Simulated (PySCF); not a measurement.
Assigning NMR signals

Structure with atom numbers: `[CH3:1][c:2]1[cH:3][cH:4][c:5]([F:6])[cH:7][cH:8]1` (H(Xn): hydrogen on atom n).

PySCF 2.14 calculation with spin–spin couplings from B3LYP/pcJ-1 (spin–dipole term only in couplings to heteroatoms), σ from GIAO-PBE0/pcSseg-1 and PBE0-D3(BJ)/def2-SVP structure; no solvent, one conformer, one averaged value for each set of equivalent atoms, no relativistic terms.

Chemical shifts δ = σref − σ; ¹³C (σref 184.41) and ¹H (σref 31.27) vs TMS, all at this level.

Task: Assign these signals to the numbered atoms. ¹³C{¹H} NMR (computed): δ 168.6 (C, d, J = 312.7 Hz), 137.5 (C), 135.9 (CH, d, J = 4.9 Hz), 120.4 (CH, d, J = 19.0 Hz), 22.4 (CH3).

Result: 
| δ (ppm) | atoms | environment | reason |
| --- | --- | --- | --- |
| 168.6 | C5 | aromatic carbon bearing fluorine | σ withdrawal by the attached heteroatom moves it downfield of the ring CH carbons |
| 137.5 | C2 | substituted aromatic carbon | – |
| 135.9 | C3/C8 | aromatic CH | the aromatic region |
| 120.4 | C4/C7 | aromatic CH | – |
| 22.4 | C1 | methyl carbon on an aromatic ring | saturated and bonded to C and H only |

C2 and C3/C8 lie closer than the usual error of such a calculation, so a measured spectrum could show them in the other order.

Task: Assign these signals to the numbered atoms. ¹H NMR (300 MHz, computed): δ 7.26 (dd, J = 9.4, 4.8 Hz, 2H), 7.06 (dd, J = 9.4, 8.6 Hz, 2H), 2.35 (d, J = 1.4 Hz, 3H).

Result: 
| δ (ppm) | atoms | environment | reason |
| --- | --- | --- | --- |
| 7.26 | H(C3)/H(C8) | hydrogen on an aromatic CH | the ring current deshields protons in the ring plane |
| 7.06 | H(C4)/H(C7) | hydrogen on an aromatic CH | – |
| 2.35 | H(C1) | hydrogen on a methyl carbon on an aromatic ring | benzylic-type position, deshielded by the ring |

C–F couplings over four or more bonds (about 3 Hz to the para carbon of a fluoroarene) are left out. Common functionals overestimate the size of one-bond C–F couplings by tens of Hz; these are unscaled. Splittings below 1 Hz are ignored in the labels, and close J values are merged. Couplings among chemically equivalent protons are left out too, so labels in AA′BB′ or AA′XX′ sets are apparent multiplicities. Unscaled 3J(H,H) at this level run about 9 % above measured values. Shifts are as computed. Against solution values, carbons near 30 ppm lie about +2 ppm off and those near 130 ppm about +4 ppm. Of 246 compounds with measured shifts, 49 miss one by over three times the rms of a fit or turn the order of signals round; such compounds aren't used in these exercises.
